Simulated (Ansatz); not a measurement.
Consider the atomization: `[CH3][SnH]([F])[NH]C(C)(C)C` → 5 C• + F• + 14 H• + N• + Sn•.

Program: Ansatz. Geometries: PBE0-D4/def2-TZVP. ΔE: electronic, gas phase. CCSD(T)/CBS adds triple-zeta CCSD(T) − MP2 to the extrapolated MP2 energy (def2 sets, frozen cores). This one scheme is used for every species, atoms too. Functionals use def2-TZVPP. Open shells (•) are unrestricted, without spin–orbit coupling. Spin–orbit coupling would lower the free atoms: a little for C, F; strongly for Sn. def2 core potentials past Kr. For Sn outer-core shells are correlated without core-valence functions, so the limit isn't a true one: a few kJ/mol of doubt a bond, and 10 to 20 or more in all where bonds break to atoms. One conformer a species, not always the lowest.

```json
{"level": "PBE-D4", "ΔE (kJ/mol)": "8347.4"}
{"level": "ωB97M-V", "ΔE (kJ/mol)": "8229.0"}
{"level": "BLYP", "ΔE (kJ/mol)": "8060.2"}
{"level": "MP2/CBS(def2)", "ΔE (kJ/mol)": "8316.2"}
```

Task: What does CCSD(T)/CBS give? (An estimate is asked.)

Result: The calculation gave: +8242.3 kJ/mol. The listed levels differ from it by 105.1, -13.3, -182.1, 73.9 kJ/mol.

Largest T1 diagnostic among the species: 0.012.

In def2-TZVPP, CCSD(T) changes the Hartree–Fock value by +2021.6 kJ/mol (the triples alone add +112.6 kJ/mol) and MP2 by +2095.5 kJ/mol; breaking electron pairs costs correlation energy, which Hartree–Fock lacks. At CCSD(T), def2-SVP lies −424.1 kJ/mol from the extrapolated value and def2-TZVPP −205.7 kJ/mol: correlation converges slowly with the basis, and small sets miss more of it in the bonded molecule than in its fragments. From PBE to PBE0 (25 % exact exchange), in def2-TZVPP and without D4, ΔE moves by −109.9 kJ/mol: exact exchange takes away binding that semilocal exchange gives to molecules.

For atomizations the MP2-based limit and the directly extrapolated one differ by several kJ/mol either way, and by 10 to 25 for some Ge, Se and Sn compounds, so smaller differences from it don't rank the levels.
